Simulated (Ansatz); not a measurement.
Cost and result for the atomization energy of FGeH5OSi2 (`F[Si@H]1[O][Ge@H]1[SiH3]`) (10 atoms, 10 bonds).

```xyz
10

F    -1.6957    0.3326    2.3200
Si   -1.5881   -0.7662    1.1768
O    -1.6872   -0.2374   -0.3549
Ge    0.1481   -0.8232   -0.2706
Si    1.5294    1.0559   -0.7342
H    -2.4674   -1.8777    1.5945
H     0.3045   -1.9908   -1.2654
H     1.1877    2.1408    0.2179
H     2.9486    0.6521   -0.5524
H     1.3201    1.5138   -2.1319
```

Total charge 0; spin multiplicity 1. Correlated methods include outer-core shells of Ge, which these sets cover unevenly. Scalar relativity is left out up to krypton. The structure was optimised at the PBE0-D4/def2-TZVP level. Program: Ansatz. All runs use 4 threads of an Arm Neoverse V1 on a shared host. Times are those of one run each, without the atoms' runs, and a repeat can differ threefold. Electronic energies, without spin–orbit coupling; frozen cores. CCSD(T)/CBS adds CCSD(T) − MP2 in def2-TZVPP to the MP2 limit, and its time is that of the two runs behind it. T1 = 0.015. With those shells the extrapolation isn't a true limit. B3LYP takes the VWN-RPA correlation (the form of Gaussian; ORCA's B3LYP/G).

CCSD(T)/CBS is a level of theory with its own doubt, some kJ/mol a heavy atom from the limit and from the frozen cores, so smaller differences don't rank the functionals.

```csv
level,functions,wall time
PBE-D4/def2-TZVPP (with forces),264,3.2 s
PBE0-D4/def2-TZVPP,264,4.7 s
r2SCAN-D4/def2-TZVPP (with forces),264,7 s
B3LYP-D4/def2-TZVPP (with forces),264,7 s
B2PLYP/def2-TZVPP,264,8 s
ωB97X-V/def2-TZVPP,264,12 s
ωB97M-V/def2-TZVPP (with forces),264,18 s
MP2/def2-QZVPP,493,32 s
CCSD(T)/def2-TZVPP,264,5.4 min
CCSD(T)/CBS(def2),–,5.9 min
```

Problem. What atomization energy does each give, and how far from CCSD(T)/CBS? (Best estimate.)

Solution. Computed: 
```
                             level  atomization (kJ/mol)  difference from CCSD(T)/CBS  per bond
   PBE-D4/def2-TZVPP (with forces)                3256.8                        -11.0      -1.1
                PBE0-D4/def2-TZVPP                3196.0                        -71.8      -7.2
r2SCAN-D4/def2-TZVPP (with forces)                3263.5                         -4.3      -0.4
 B3LYP-D4/def2-TZVPP (with forces)                3220.2                        -47.6      -4.8
                 B2PLYP/def2-TZVPP                3196.9                        -70.9      -7.1
                ωB97X-V/def2-TZVPP                3272.5                          4.7       0.5
  ωB97M-V/def2-TZVPP (with forces)                3237.1                        -30.7      -3.1
                    MP2/def2-QZVPP                3279.2                         11.4       1.1
                CCSD(T)/def2-TZVPP                3170.1                        -97.7      -9.8
                 CCSD(T)/CBS(def2)                3267.8                          0.0       0.0
```

From PBE to PBE0 (25 % exact exchange), in def2-TZVPP and without D4, the atomization energy moves by −57.3 kJ/mol: exact exchange takes away binding that semilocal exchange gives to molecules. In def2-TZVPP, CCSD(T) changes the Hartree–Fock value by +858.8 kJ/mol (the triples alone add +54.4 kJ/mol) and MP2 by +909.0 kJ/mol; breaking electron pairs costs correlation energy, which Hartree–Fock lacks. The D4 term adds +39.6 kJ/mol with B3LYP and +20.9 kJ/mol with PBE0; it sums over pairs of atoms, weighted by their polarisabilities, and B3LYP, whose exchange is more repulsive, gets the larger term.
